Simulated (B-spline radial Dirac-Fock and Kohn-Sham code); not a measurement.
# Dipole and non-dipole photoemission parameters of Os³⁺ 3d3/2

System: Os³⁺ in the configuration [Xe] 4f14 5d5; threshold 2077.2 eV (orbital energy of the model). Level of theory: Dirac-Hartree-Slater photoionisation with a Latter tail; cross sections with all multipoles, angular parameters from the dipole term and its interference with E2; a radial atomic solver.

```tsv
hν (eV)	σ (kb)	β	γ	δ
3300	115	1.077	-0.116	0.039
4370	51.2	1.237	0.205	0.076
4580	44.6	1.251	0.268	0.081
5260	29.3	1.276	0.463	0.095
5414.7	26.9	1.279	0.505	0.098
6000	19.6	1.283	0.657	0.109
12000	?	?	?	?
15000	0.916	1.065	2.015	0.260
```

**Question.** Give the values at 12000 eV.

**Answer.** σ = 2.00 kb, β = 1.146, γ = 1.699, δ = 0.209.

Values without a named source are computed, but for edge energies of neutral atoms, which are taken from tables.
